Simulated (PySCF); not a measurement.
Cartesian coordinates (Å):
```xyz
4

S     -1.4908     0.5503     0.1463
Al     0.6686     0.9673     0.1823
Br     2.0952    -0.7663    -0.2048
H     -1.2729    -0.7514    -0.1238
```
Charge 0, spin multiplicity 2.

**Question.** What total energy, highest occupied spin orbital and dipole moment does r2SCAN-D4/def2-TZVP in PySCF give?

**Answer.** 
```json
{
 "total_energy": "-3215.4095 Ha",
 "highest_occupied_spin_orbital": "-5.66 eV",
 "dipole_moment": "0.58 D"
}
```
